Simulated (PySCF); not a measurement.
Two-component Hartree-Fock for Pd⁴⁵⁺ (palladium, charge +45)

Start: 1s1; 1s1/2 filled at m_j = +1/2. Calculated with PySCF 2.14 in an even-tempered Gaussian basis (15 s from 96 bohr⁻², ratio 2.4; 10 p from 130 bohr⁻², ratio 2.4; 3 d from 380 bohr⁻², ratio 2.6; 3 f from 570 bohr⁻², ratio 2.6): generalised Hartree-Fock with the X2C-1e Hamiltonian and a Gaussian nucleus; one run each with spin-orbit coupling (SO) switched off, then screened by Boettger's factors.

```json
{"spinor shell": "1s1/2", "electrons": "1", "ε, spin-free (eV)": "-29648.6", "ε, screened SO (eV)": "-29648.6", "weight of nominal j (screened SO)": "1.000", "rms radius, screened SO (bohr)": "0.0359"}
```

```json
{"quantity": "E (hartree)", "spin-free": "-1089.56643", "screened SO": "-1089.56643"}
{"quantity": "M_J", "spin-free": "1/2", "screened SO": "1/2"}
{"quantity": "⟨J²⟩", "spin-free": "0.750", "screened SO": "0.750"}
{"quantity": "⟨L²⟩", "spin-free": "0.000", "screened SO": "0.000"}
{"quantity": "⟨S²⟩", "spin-free": "0.750", "screened SO": "0.750"}
```

Breit and QED terms are absent; they matter most for the inner s and p1/2 levels.

Densities and radii are taken from the X2C orbitals without a picture-change correction, which distorts them close to the nucleus.

Without spin-orbit coupling the j labels of p, d and f shells carry no meaning; the spin-free column gives the mean over the occupied spinors of each nl shell.
